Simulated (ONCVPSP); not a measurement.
# N: one change to an ONCV potential, before and after

ONCVPSP 4.0.1 input, shortened (lines: element, Z, core and valence counts, functional; n l f; lmax; l rc ep ncon nbas qcut; lloc lpopt rc5 dvloc0; l nproj debl; icmod fcfact rcfact), PBE, scalar-relativistic:

```
  N 7.00    1    2        4      upf
    1    0    2.00
    2    0    2.00
    2    1    3.00
    1
    0    0.70    0.00    4    7    7.40
    1    1.50    0.00    3    8    7.10
    4    5    0.50    0.00
    0    1    1.70
    1    1    2.30
    0    0.00    0.00
```

Change: p: qcut 6.2.

Cutoffs: the cutoffs (Ha) at which the residual kinetic energy of the hardest occupied pseudo-wave falls to 1 and 0.1 mHa per electron; they do not see the model core or the augmentation charge, which bear on the density cutoff. Errors are all-electron minus pseudo energies relative to the spin-unpolarised reference configuration.

Predict the effect on cutoff, ghosts and configuration errors.

The potential gets neither clearly harder nor softer (160 Ha and 246 Ha → 160 Ha and 246 Ha); of the 4 tests that both files solve, the error grows in 4 and shrinks in 0 by more than 15 % and 0.3 meV (median size 130.6 → 166.5 meV); neither file shows a bound ghost.

| quantity | base | changed |
| --- | --- | --- |
| cutoff, loose | 160 Ha | 160 Ha |
| cutoff, tight | 246 Ha | 246 Ha |
| loose cutoff by channel | s 160 Ha, p 20 Ha | s 160 Ha, p 18 Ha |
| bound ghosts | none | none |
| GHOST(+) flags under 300 eV | none | p at 135.7 eV |
| error for 2s2 2p2, meV [ΔE 13.59 eV] | +20 | +25 |
| error for 2s2 2p1, meV [ΔE 42.44 eV] | +224 | +283 |
| error for 2s2 2p0, meV [ΔE 89.53 eV] | +1034 | +1268 |
| error for 2s1 2p3, meV [ΔE 25.37 eV] | -37 | -50 |
| s: phases at 0.71 bohr within 0.05 rad from the reference energy up to (Ha; the scan ends near 5) | 2.1 | 2.1 |
| p: phases at 1.52 bohr within 0.05 rad from the reference energy up to (Ha; the scan ends near 5) | 1.8 | 1.6 |
